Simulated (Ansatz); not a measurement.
H8N2SSi2 (`N[SiH2]S[SiH2]N`). Total charge 0; spin multiplicity 1.

```xyz
13

N    -0.9714    0.2874    1.9189
Si    0.6621    0.5127    1.4687
S     1.5918   -1.0336    0.2826
Si    0.7583   -0.4297   -1.5754
N    -0.9540   -0.2646   -1.4277
H    -1.6466    0.2445    1.1701
H    -1.1969   -0.3643    2.6536
H     0.7622    1.7672    0.6849
H     1.4671    0.5641    2.7121
H     1.2198   -1.4596   -2.5454
H     1.2383    0.9075   -2.0058
H    -1.4219    0.3609   -2.0665
H    -1.5087   -1.0926   -1.2700
```

Question: Give the diagnostics of a CCSD(T)/def2-TZVPP run (frozen core, Ansatz). (Best estimate.)

Answer: Computed: T1 = 0.0110, largest single amplitude 0.012, largest double 0.017, (T) share of the correlation energy 3.9 %, 9 CCSD cycles. The RHF solution is stable towards an unrestricted one. T1 lies under the customary mark of 0.02 for closed shells.
